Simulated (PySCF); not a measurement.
A calculated (BP86, PySCF 2.14, 6-31G*, the non-relativistic Hamiltonian (point nucleus)) atom or ion has these occupied shells.

```
shell  electrons  orbital energy (eV)  rms radius, mean of both spins (bohr)
 1s α          1              -384.56                                  0.267
 1s β          1              -383.15                                  0.267
 2s α          1              -19.607                                   1.48
 2s β          1              -15.201                                   1.48
 2p α          3               -8.010                                   1.58
```

Task: Name the element and its charge.

Result: N (nitrogen, neutral), in [He] 2s2 2p3, high-spin 4S determinant.
